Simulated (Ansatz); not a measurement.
A search over several starts for the lowest SCF solution of FeBr₂ at the given spin, in a small basis.

```yaml
crystal:
  periodic: [false, false, false]
  atoms:
    - {symbol: Fe, position_ang: [-0.000874, -0.000510, -0.000036]}
    - {symbol: Br, position_ang: [-0.052341, -0.040781, 2.251907]}
    - {symbol: Br, position_ang: [0.053214, 0.041281, -2.251871]}
basis:
  gaussian: {orbitals: def2-SVP, initial_orbitals: start.molden}
magnetization: {spin_polarized: true, initial_magnetization: 2}
hamiltonian: {xc: pbe0, dispersion: d4}
output: {orbitals: {seedname: orbitals}}
```

The file start.molden holds the orbitals of an earlier run on this structure, at another level or in another basis.

```sh
$ ansatz run in.yaml --threads 2 --pin off --events-out ev --progress --plain --max-ram 4352MiB
```

It prints (some lines left out):

```
Functional definition: PBE0
941 factors; integrals over basis functions are off by at most 8.5e-4 eV
mean field evaluation 1: about -174437.3781 eV, gradient 1.0e1 eV
mean field evaluation 2: about -174437.9651 eV, gradient 5.8e-1 eV
mean field evaluation 4: about -174438.0103 eV, gradient 1.2e-1 eV
mean field evaluation 8: about -174438.0155 eV, gradient 7.0e-2 eV
mean field evaluation 16: about -174438.0260 eV, gradient 1.1e-2 eV
mean field evaluation 32: about -174438.0260 eV, gradient 2.9e-3 eV
mean field evaluation 64: about -174437.9833 eV, gradient 5.7e-2 eV
mean field evaluation 96: about -174437.9932 eV, gradient 5.7e-1 eV
mean field evaluation 128: about -174438.0069 eV, gradient 1.4e-1 eV
mean field evaluation 160: about -174437.9885 eV, gradient 3.0e0 eV
mean field evaluation 192: about -174438.0260 eV, gradient 2.2e-4 eV
mean field -174438.02598758 eV, -6410.4792167030 hartree, gradient 9.1e-6 eV, S^2 3.004194; 11 other end points of the search recorded, 0 dependent functions left out
reference -174438.02602537 eV, -6410.4792180917 hartree; 49, 47 occupied and 46, 48 virtual orbitals, 941 factors
Total energy: -174438.09699285 eV, -6410.4818260984 hartree
```

It took 2 min on 2 threads of Intel Xeon Platinum 8375C on a shared host, peak host memory 0.63 GiB.

Other converged states that the search met: 0.01 eV higher (⟨S²⟩ = 3.00), 0.04 eV higher (⟨S²⟩ = 3.01).

The charge 0 triplet is spin-contaminated (final ⟨S²⟩ up to 3.00, 2.00 for a pure state). At PBE0-D4/def2-TZVP a quintet of charge 0 lies 1.45 eV below the triplet, each at its own geometry.
